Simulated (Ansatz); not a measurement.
The cluster Si3Te. The state is a triplet with charge 0. Geometry PBE-D4/def2-SVP; atoms count from 1.

| atom | x (Å) | y (Å) | z (Å) |
| --- | --- | --- | --- |
| Si1 | -0.6052 | 1.4471 | -1.0249 |
| Si2 | -0.7897 | -0.8738 | -0.7483 |
| Si3 | 0.1332 | 0.8307 | 1.1132 |
| Te4 | 1.2617 | -1.4040 | 0.6600 |

In the def2 sets Te takes a core potential; there is no spin–orbit coupling. At PBE0-D4/def2-TZVP a singlet of charge 0 lies 0.56 eV below the triplet, each at its own geometry. The structure comes from a short search, and lower isomers may exist.

Problem. Estimate the Mulliken populations from the PBE0/def2-TZVP orbitals of Ansatz.

Solution. 
```tsv
atom	charge (e)	spin (α − β)
Si1	0.00	0.80
Si2	0.01	0.36
Si3	0.01	0.36
Te4	-0.02	0.48
```
Mulliken values and Mayer orders depend strongly on the basis.

Problem. Where does the spin sit?

Solution. Summed by element: Si 1.52, Te 0.48, of 2 unpaired in all. Largest on single atoms: Si1 0.80, Te4 0.48, Si2 0.36.

Problem. And the Mayer bond orders between bonded heavy atoms (over 0.3)?

Solution. Si1–Si2 1.13 (2.34 Å); Si1–Si3 1.13 (2.34 Å); Si2–Si3 0.67 (2.69 Å); Si2–Te4 1.11 (2.54 Å); Si3–Te4 1.11 (2.54 Å). Values over 0.3 also appear between atoms too far apart for a bond (Si1–Te4 0.30 at 3.80 Å); they arise where an orbital or an unpaired electron spreads over both atoms.
